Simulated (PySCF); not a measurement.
# Functional dependence of a UV spectrum

C₃H₆BCl.
SMILES: `ClBC1CC1`

Linear-response calculations in the def2-SVPD basis (PySCF; singlets by full response, triplets Tamm–Dancoff, core orbitals frozen in the response; HF means time-dependent Hartree–Fock). 'Strongest' is the level of largest summed f among the singlets computed (10 roots, of which the last may lack a degenerate partner); it can jump between rows when another state enters that window. S1 is the lowest singlet of each run and needn't be the same state throughout; f(S1) is that of one state. Geometry: PBE0-D3(BJ)/def2-SVP, one conformer, isolated molecule.

| functional | kind | S1 (eV) | f(S1) | strongest (eV) | T1 (eV) | HOMO (eV) | gap (eV) | ionisation energy, ΔSCF (eV) |
| --- | --- | --- | --- | --- | --- | --- | --- | --- |
| LDA | LDA | 4.85 | 0.000 | 5.89 | 4.54 | -7.12 | 4.69 | 10.16 |
| PBE | GGA | 4.97 | 0.000 | 5.96 | 4.60 | -7.02 | 4.84 | 10.02 |
| B3LYP | global hybrid, 20% exact exchange | 5.40 | 0.000 | 6.35 | 5.03 | -8.14 | 6.72 | 10.40 |
| PBE0 | global hybrid, 25% exact exchange | 5.47 | 0.000 | 6.48 | 5.02 | -8.37 | 7.15 | 10.45 |
| BHandHLYP | global hybrid, 50% exact exchange | 5.94 | 0.000 | 6.97 | 5.49 | -9.62 | 9.45 | 10.74 |
| CAM-B3LYP | range-separated hybrid | 5.61 | 0.000 | 6.67 | 5.21 | -9.77 | 9.65 | 10.71 |
| wB97X-D | range-separated hybrid | 5.68 | 0.000 | 6.74 | 5.32 | -10.26 | 10.91 | 10.64 |
| HF | Hartree–Fock | 6.75 | 0.000 | 7.97 | 6.06 | -11.55 | 13.62 | not settled |

Problem. What does LC-wPBE (range-separated hybrid) give?

Solution. S1 (eV) 5.79, f(S1) 0.000, strongest (eV) 7.02, T1 (eV) 5.28, HOMO (eV) -11.16, gap (eV) 12.18, ionisation energy, ΔSCF (eV) 11.05. S1 runs from 4.85 eV (LDA) to 6.75 eV (HF), a spread of 1.89 eV, while the orbital gap spreads over 8.9 eV. Along PBE (0%), B3LYP (20%), PBE0 (25%), BHandHLYP (50%), HF (100%) S1 rises with the share of exact exchange. −ε(HOMO) comes closest to its own ΔSCF ionisation energy with LC-wPBE (+0.11 eV) and misses most with LDA (-3.05 eV). 'Not settled' means that the ion's SCF failed to converge or may have ended in another state than the lowest.
